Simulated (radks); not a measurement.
Valence configurations of V III (all share [Ar]). Calculated with a radial shooting solver on a logarithmic mesh with Libxc functionals: Dirac Kohn-Sham, PBE, spin-unpolarised, spherical densities, finite nucleus; open shells are shared between the two j in proportion to 2j + 1; Fermi nuclear charge, rms radius 3.6002 fm. Energies are relative to 3d3; eigenvalues in eV.

3d3: E (eV) 0.000; e(3d3/2) -21.359; e(3d5/2) -21.289
3d2.5 4s0.5: E (eV) 2.135; e(3d3/2) -23.934; e(3d5/2) -23.858; e(4s1/2) -18.823
3d2.5 4p0.5: E (eV) 4.638; e(3d3/2) -24.484; e(3d5/2) -24.408; e(4p1/2) -14.200; e(4p3/2) -14.115
3d2 4s1: E (eV) 5.096; e(3d3/2) -26.738; e(3d5/2) -26.657; e(4s1/2) -19.883
3d1.5 4s1.5: E (eV) 8.972; e(3d3/2) -29.746; e(3d5/2) -29.659; e(4s1/2) -20.965
3d2 4p1: E (eV) 10.328; e(3d3/2) -27.815; e(3d5/2) -27.733; e(4p1/2) -15.328; e(4p3/2) -15.236
3d1 4s2: E (eV) 13.857; e(3d3/2) -32.940; e(3d5/2) -32.847; e(4s1/2) -22.042
3d1 4p2: E (eV) 25.276; e(3d3/2) -34.986; e(3d5/2) -34.892; e(4p1/2) -17.472; e(4p3/2) -17.362

NIST lists [Ar] 3d3 as the ground configuration; this level of theory agrees among the configurations tried. The energies are those of spherical spin-averaged densities, not of single terms.
